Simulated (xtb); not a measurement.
OSn, triplet, geometry from GFN2-xTB (such geometries of metal compounds can be far from the true shape) (the spin is typed, not shown lowest); GFN2-xTB run with xtb.

The xtb input:
```
$ xtb mol.xyz --gfn 2 --uhf 2 --etemp 10000 --json

# file mol.xyz
2

Sn    -0.00000000    -0.00000000    -0.26410726
O      0.00000000     0.00000000     1.65067036
```

What the program printed (banner, timings and long lists left out):

```
   ID    Z sym.   atoms
    1   50 Sn     1
    2    8 O      2

           -------------------------------------------------
          |                Calculation Setup                |
           -------------------------------------------------

           -------------------------------------------------
          |                 G F N 2 - x T B                 |
           -------------------------------------------------

          ...................................................
          :                      SETUP                      :
          :.................................................:
          :  # basis functions                  14          :
          :  # atomic orbitals                  13          :
          :  # shells                            5          :
          :  # electrons                        10          :
          :  max. iterations                   250          :
          :  Hamiltonian                  GFN2-xTB          :
          :  restarted?                      false          :
          :  GBSA solvation                  false          :
          :  PC potential                    false          :
          :  electronic temp.        10000.0000000     K    :
          :  accuracy                    1.0000000          :
          :  -> integral cutoff          0.2500000E+02      :
          :  -> integral neglect         0.1000000E-07      :
          :  -> SCF convergence          0.1000000E-05 Eh   :
          :  -> wf. convergence          0.1000000E-03 e    :
          :  Broyden damping             0.4000000          :
          :  net charge                          0          :
          :  unpaired electrons                  2          :
          ...................................................

 iter      E             dE          RMSdq      gap      omega  full diag
   1     -4.9985152 -0.499852E+01  0.439E+01    0.00       0.0  T
   2     -5.3375360 -0.339021E+00  0.321E+01    0.00       1.0  T
   3     -6.0970255 -0.759489E+00  0.548E+00    0.00       1.0  T
   4     -6.1087542 -0.117287E-01  0.434E+00    0.00       1.0  T
   5     -6.0924801  0.162740E-01  0.116E+01    0.00       1.0  T
   6     -6.1143532 -0.218731E-01  0.739E+00    0.00       1.0  T
   7     -6.1174447 -0.309150E-02  0.219E+00    0.00       1.0  T
   8     -6.1174430  0.174638E-05  0.684E-01    0.00       1.0  T
   9     -6.1174083  0.346636E-04  0.198E-01    0.00       1.0  T
  10     -6.1174843 -0.760017E-04  0.256E-01    0.00       1.0  T
  11     -6.1174959 -0.115847E-04  0.843E-02    0.00       1.0  T
  12     -6.1174960 -0.461502E-07  0.258E-02    0.00       2.7  T
  13     -6.1174960 -0.399602E-08  0.292E-04    0.00     242.1  T
  14     -6.1174960 -0.162175E-09  0.106E-03    0.00      66.4  T
  15     -6.1174960 -0.305533E-12  0.503E-04    0.00     140.5  T

   *** convergence criteria satisfied after 15 iterations ***

 transition dipole moment (au) for excitation:           5           6
     X       Y       Z
  -0.0147   0.3067   0.0000  total (au/Debye):    0.307   0.781
 dE (eV)             :    5.427
 oscillator strength :  0.17734E-01

         :::::::::::::::::::::::::::::::::::::::::::::::::::::
         ::                     SUMMARY                     ::
         :::::::::::::::::::::::::::::::::::::::::::::::::::::
         :: total energy              -6.114923845047 Eh    ::
         :: gradient norm              0.051874799868 Eh/a0 ::
         :: HOMO-LUMO gap              0.000000000000 eV    ::
         ::.................................................::
         :: SCC energy                -6.117495954802 Eh    ::
         :: -> isotropic ES            0.009170893613 Eh    ::
         :: -> anisotropic ES          0.002876732986 Eh    ::
         :: -> anisotropic XC         -0.000971642697 Eh    ::
         :: -> dispersion             -0.000587699909 Eh    ::
         :: repulsion energy           0.002572109754 Eh    ::
         :: add. restraining           0.000000000000 Eh    ::
         :: total charge               0.000000000895 e     ::
         :::::::::::::::::::::::::::::::::::::::::::::::::::::

           -------------------------------------------------
          |                Property Printout                |
           -------------------------------------------------

    * Orbital Energies and Occupations

         #    Occupation            Energy/Eh            Energy/eV
      -------------------------------------------------------------
         1        2.0000           -0.8165947             -22.2207
         2        1.9980           -0.6485143             -17.6470
         3        1.7051           -0.4794922             -13.0476
         4        1.7051           -0.4794922             -13.0476
         5        1.5819           -0.4624461             -12.5838
         6        0.4718           -0.2629903              -7.1563 (HOMO)
         7        0.4718           -0.2629903              -7.1563 (LUMO)
         8        0.0227           -0.1476436              -4.0176
         9        0.0186           -0.1412086              -3.8425
        10        0.0186           -0.1412086              -3.8425
        11        0.0032           -0.0847366              -2.3058
        12        0.0032           -0.0847366              -2.3058
        13        0.0000            0.1355919               3.6896
      -------------------------------------------------------------
                  HL-Gap            0.0000000 Eh            0.0000 eV
             Fermi-level           -0.3592973 Eh           -9.7770 eV

     #   Z          covCN         q      C6AA      α(0)
     1  50 Sn       0.775     0.288   504.016    49.329
     2   8 O        0.775    -0.288    19.591     5.932

 Mol. C6AA /au·bohr⁶  :        704.709443
 Mol. C8AA /au·bohr⁸  :      72769.404780
 Mol. α(0) /au        :         55.261693

Wiberg/Mayer (AO) data.
largest (>0.10) Wiberg bond orders for each atom

 ---------------------------------------------------------------------------
     #   Z sym  total        # sym  WBO       # sym  WBO       # sym  WBO
 ---------------------------------------------------------------------------
     1  50 Sn   1.067 --     2 O    1.067
     2   8 O    1.067 --     1 Sn   1.067
 ---------------------------------------------------------------------------

Topologies differ in total number of bonds
Writing topology from bond orders to xtbtopo.mol

molecular dipole:
                 x           y           z       tot (Debye)
 q only:        0.000       0.000      -1.041
   full:       -0.000      -0.000      -1.244       3.162
molecular quadrupole (traceless):
                xx          xy          yy          xz          yz          zz
 q only:        1.363       0.000       1.363       0.000       0.000      -2.726
  q+dip:        1.593       0.000       1.593       0.000      -0.000      -3.187
   full:        2.464       0.000       2.464       0.000      -0.000      -4.928

           -------------------------------------------------
          | TOTAL ENERGY               -6.114923845047 Eh   |
          | GRADIENT NORM               0.051874799868 Eh/α |
          | HOMO-LUMO GAP               0.000000000000 eV   |
           -------------------------------------------------

normal termination of xtb
```
